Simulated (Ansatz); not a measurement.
Consider the formal exchange of groups at a B–O bond: `BO[SiH](O)F` + `C[SiH2]Cl` → `BC[SiH2]Cl` + `O[SiH](O)F`.

Program: Ansatz. Geometries: PBE0-D4/def2-TZVP. ΔE: electronic, gas phase. CCSD(T)/CBS adds triple-zeta CCSD(T) − MP2 to the extrapolated MP2 energy (def2 sets, frozen cores). This one scheme is used for every species. DFT in def2-TZVPP. Each species was taken in one conformer, which may not be the lowest.

```
             level  ΔE (eV)
               PBE     1.14
SCS-MP2/def2-QZVPP     1.22
```

Question: What does CCSD(T)/CBS give? (An estimate is asked.)

Answer: The calculation gave: +1.19 eV. The listed levels differ from it by -0.05, 0.03 eV.

Largest T1 diagnostic among the species: 0.013.

Leaving LDA and LC-ωPBE aside and taking each functional with its dispersion term where it has one, the values, not all of them listed here, spread over 0.16 eV, from revPBE-D4 to BHLYP-D4. In def2-TZVPP, CCSD(T) changes the Hartree–Fock value by −0.14 eV (the triples alone add −0.01 eV) and MP2 by −0.16 eV. At CCSD(T), def2-SVP lies +0.18 eV from the extrapolated value and def2-TZVPP +0.01 eV.
